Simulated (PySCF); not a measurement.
# Te: ionisation energy

Te [Kr] 4d10 5s2 5p4 [5p1/2^2 5p3/2^2, M_J = 2] → Te⁺ [Kr] 4d10 5s2 5p3 [5p1/2^2 5p3/2^1, M_J = 3/2], as a difference of total energies. Calculation: PySCF 2.14, in x2c-TZVPPall-2c (8s9p5d2f, 74 functions); the two-component X2C-1e Hamiltonian. Correlated levels: [Ar] 3d10 frozen; the 6 highest virtual spinors dropped. "Screened" scales the spin-orbit matrix elements by Boettger's factors to mimic the two-electron term; Breit and QED terms are absent.

| method | ionisation energy (eV) |
| --- | --- |
| GHF (spin-free) | 7.639 |
| GMP2 (spin-free) | 8.431 |
| GHF (screened spin-orbit) | 7.890 |
| GMP2 (screened spin-orbit) | 8.661 |

How much does correlation contribute at GMP2 (screened spin-orbit)?

8.661 − (7.890) = 0.771 eV, measured against GHF (screened spin-orbit).

The spin-free rows relax to the high-spin LS determinant and lack the spin-orbit shift.

Errors of the correlated levels include the incompleteness of this basis and the frozen core.

The labels give the starting determinants; with spin-orbit coupling the two ends relaxed to ⟨J²⟩ = 6.03, ⟨L²⟩ = 2.29, ⟨S²⟩ = 1.90 and ⟨J²⟩ = 3.75, ⟨L²⟩ = 0.10, ⟨S²⟩ = 3.66.

For comparison: 9.010 eV (measured; NIST Atomic Spectra Database, ionization energies).
